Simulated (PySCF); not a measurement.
# Structure from 2D NMR

Compound of formula C6H11N3OSi. Correlations simulated from computed shifts and the bond graph:

HSQC (one-bond C–H):
```csv
δH,δC
10.56,191.8
2.81,15.2
0.55,-0.8
```

COSY cross peaks (H two or three bonds apart, from the bond graph; peaks can be absent where the dihedral angle is near 90°):
```csv
δH,δH
5.61,0.55
```

HMBC (two and three bonds, from the bond graph):
```csv
δH,δC
10.56,"156.5, 151.2"
5.61,-0.8
2.81,"156.5, 151.2"
0.55,-0.8
```

Carbons without hydrogens: δ 156.5, 151.2.

- geometry: GFN2-xTB
- PBE0/pcSseg-1 with gauge-including orbitals
- code: PySCF
- non-relativistic Hamiltonian, in vacuum, a single conformation, equivalent nuclei averaged

Chemical shifts δ = σref − σ; TMS for $^{1}$H and $^{13}$C, all at this level.

Exchangeable hydrogens are left out of these lists.

Question: Work out the connectivity.

Answer: SMILES N1=C(C=O)C(C)=NN1[SiH](C)C.

Structure with atom numbers: `[CH3:1][c:2]1[n:3][n:4]([SiH:5]([CH3:6])[CH3:7])[n:8][c:9]1[CH:10]=[O:11]`. Each H is labelled by its parent atom.

δC 191.8 is C10, an aldehyde carbonyl carbon (δH 10.56). δC 156.5 is C2, a substituted aromatic carbon next to a ring nitrogen. δC 151.2 is C9, a substituted aromatic carbon next to a ring nitrogen. δC 15.2 is C1, a methyl carbon on an aromatic ring (δH 2.81). δC -0.8 is C6/C7, a methyl carbon bonded to Si (δH 0.55). HMBC from δH 10.56 reaches the proton-free carbons C2, C9. HMBC from δH 2.81 reaches the proton-free carbons C2, C9. COSY links 5.61–0.55.

This is the structure that produced the data.

Shifts are as computed. Against solution values, carbons near 30 ppm lie about +3 ppm off and those near 130 ppm about +5 ppm. Of 1211 compounds with measured shifts, 218 miss one by over three times the rms of a fit or turn the order of signals round; such compounds aren't used in these exercises.
